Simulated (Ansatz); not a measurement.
Frontier orbitals of CH$_{5}$MoNO$_{2}$, SMILES `[CH3][Mo]([NH2])(=[O])=[O]`.

Z-matrix (Å, degrees):
```
C
Mo 1 2.108
H 1 1.093 2 109.3
H 1 1.093 2 109.8 3 -119.7
H 1 1.093 2 109.8 3 119.7
N 2 1.923 1 107.3 3 180.0
O 2 1.681 1 105.9 3 -60.0
O 2 1.681 1 105.9 3 60.0
H 6 1.010 2 123.4 1 99.6
H 6 1.010 2 123.4 1 -99.6
```

Charge 0, multiplicity 1. Correlated methods include outer-core shells of Mo, which these sets cover unevenly. Mo: def2 effective core potential. All single points use the PBE0-D4/def2-TZVP geometry. It is one conformer, not always the lowest. Basis def2-TZVPP, Ansatz 0.2.0.

| functional | HOMO (eV) | LUMO (eV) | gap (eV) |
| --- | --- | --- | --- |
| PBE | -7.18 | -2.82 | 4.36 |
| BLYP | -7.07 | -2.74 | 4.33 |
| PBE0 | -8.58 | -2.05 | 6.53 |
| r2SCANh | -8.01 | -2.47 | 5.54 |
| HSE06 (plane-wave form) | -8.17 | -2.42 | 5.75 |
| CAM-B3LYP | -10.03 | -0.98 | 9.05 |
| LC-ωPBE | -11.43 | 0.19 | 11.62 |
| ωB97X-V | -11.03 | 0.12 | 11.15 |
| ωB97M-V | -10.94 | 0.08 | 11.02 |
| HF | -11.96 | 1.58 | 13.54 |

A quarter of exact exchange (PBE0) shifts PBE's HOMO by −1.40 eV and its LUMO by +0.77 eV; full exchange at long range (ωB97M-V) shifts them by −3.76 and +2.89 eV. The gap opens from 4.36 to 11.01 eV, since occupied levels lose self-interaction and empty ones feel all the electrons. A positive LUMO is unbound and depends on the basis.

LC-ωPBE has ω = 0.4 bohr⁻¹.
